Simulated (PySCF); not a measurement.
Labels have come off several samples. The candidates:

A. SMILES C(/P=C/C)[Si](C)(C)C
B. SMILES C[Si](C)(C)P1CCC1
C. SMILES CC#C[C@]1(N2CC2)CC[SiH2]1

Spectrum 1. 1H NMR (500 MHz, computed): δ 2.68 (m, 2H), 2.13 (m, 4H), 0.23 (m, 9H). 13C{1H} NMR (computed): δ 29.1 (CH2), 16.5 (CH2), -1.4 (CH3).

Spectrum 2. 1H NMR (500 MHz, computed): δ 8.87 (m, 1H), 2.42 (m, 3H), 1.48 (m, 2H), 0.06 (s, 9H). 13C{1H} NMR (computed): δ 201.3 (CH), 25.5 (CH3), 21.6 (CH2), 2.0 (CH3).

Spectrum 3. 1H NMR (500 MHz, computed): δ 4.85 (m, 1H), 4.69 (m, 1H), 2.43 (m, 1H), 2.41 (m, 1H), 1.98 (s, 3H), 1.90 (m, 1H), 1.52 (m, 2H), 1.51 (m, 2H), 1.34 (m, 1H). 13C{1H} NMR (computed): δ 90.5 (C), 83.2 (C), 54.3 (C), 38.0 (CH2), 23.7 (CH2), 5.5 (CH2), 5.0 (CH3).

Calculated, not measured (PySCF 2.14): shielding tensors at PBE0/pcSseg-1 (GIAO), geometry from GFN2-xTB. One averaged value for each set of equivalent atoms, non-relativistic Hamiltonian, single conformer, isolated molecule.

Scale: TMS for 1H (31.72 ppm), 13C (186.93 ppm) (reference shieldings calculated alike). Splittings of carbon signals by F and P are missing where no couplings were computed. Where no couplings were computed, multiplicities follow the n + 1 count of equivalent neighbours, and m marks all less simple cases (inequivalent or close neighbours, rings, F or P nearby). Shifts are as computed. Against solution values, carbons near 30 ppm lie about +3 ppm off and those near 130 ppm about +5 ppm. Of 1211 compounds with measured shifts, 218 miss one by over three times the rms of a fit or turn the order of signals round; such compounds aren't used in these exercises.

Problem. Match each spectrum to its structure.

Solution. 1–B, 2–A, 3–C.

- Spectrum 1 (B): 3 13C signals; δC 29.1 is an sp3 CH2 in a ring; δC -1.4 is a methyl carbon bonded to Si.
- Spectrum 2 (A): 4 13C signals; δC 25.5 is a methyl carbon; δC 2.0 is a methyl carbon bonded to Si.
- Spectrum 3 (C): 7 13C signals; δC 90.5 is an alkyne carbon; δC 83.2 is an alkyne carbon.
